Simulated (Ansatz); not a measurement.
CH6AlFSSi, SMILES `F[CH](S)[AlH][SiH3]`. Charge 0, multiplicity 1.

```xyz
11

F     1.885    0.971   -1.355
C     0.524    1.074   -1.409
S    -0.253   -0.442   -2.143
Al   -0.762    0.745    0.052
Si   -0.082   -0.846    1.783
H     0.251    1.856   -2.125
H     0.300   -1.311   -1.274
H    -2.107    1.580   -0.023
H     0.513   -0.164    2.968
H    -1.218   -1.677    2.274
H     0.951   -1.786    1.253
```

List the harmonic frequencies (cm⁻¹, unscaled) at PBE0-D4/def2-TZVP in Ansatz. (An estimate is asked.)

Ansatz gave: 66, 78, 88, 171, 272, 315, 371, 378, 422, 473, 495, 547, 639, 670, 844, 868, 935, 940, 1104, 1125, 1330, 1925, 2185, 2203, 2208, 2668, 3078.

Is this a minimum?

Yes, all 27 modes are real.

Give the ideal-gas thermochemistry at 298.15 K and 1 bar (rigid rotor, harmonic oscillator; point group C1, symmetry number 1).

Zero-point energy 157.9 kJ/mol; H(298) − E = 183.5 kJ/mol; entropy 387.1 J/(mol·K), of which translation 169.0, rotation 119.2, vibration 98.9; G(298) − E = 68.1 kJ/mol. Modes under 100 cm⁻¹ are hindered rotations or soft bends, so the harmonic entropy is rough.

And at 400, 500, 600, 800 and 1000 K?


| T (K) | H − E (kJ/mol) | S (J/mol/K) | G − E (kJ/mol) |
| --- | --- | --- | --- |
| 400 | 198.2 | 429.4 | 26.4 |
| 500 | 214.5 | 465.8 | -18.3 |
| 600 | 232.3 | 498.1 | -66.6 |
| 800 | 271.0 | 553.7 | -171.9 |
| 1000 | 313.0 | 600.4 | -287.5 |
